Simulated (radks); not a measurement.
Q: Valence configurations of Nd+ (all share [Xe]). All-electron calculation, scalar-relativistic Kohn-Sham, LDA (Slater exchange, Perdew-Wang correlation), spin-unpolarised, spherical densities, finite nucleus; Fermi nuclear charge, rms radius 4.9123 fm. Program: a radial shooting solver on a logarithmic mesh with Libxc functionals. Order these by energy: 4f4 6s0.5 6p0.5; 4f3.5 5d0.5 6s0.5 6p0.5; 4f3 5d1 6s1; 4f4.5 6s0.5; 4f3 6s2; 4f5; 4f4 5d1; 4f4 6s1; 4f4 5d0.5 6s0.5; 4f2 5d1 6s2.

A: From the lowest, in eV above it: 4f4 6s1 0.000; 4f4 5d0.5 6s0.5 0.509; 4f4.5 6s0.5 0.824; 4f4 5d1 1.105; 4f4 6s0.5 6p0.5 1.536; 4f3.5 5d0.5 6s0.5 6p0.5 2.270; 4f3 5d1 6s1 2.376; 4f3 6s2 2.427; 4f5 2.539; 4f2 5d1 6s2 10.295. NIST lists [Xe] 4f4 6s1 as the ground configuration; this level of theory agrees among the configurations tried. The energies are those of spherical spin-averaged densities, not of single terms.
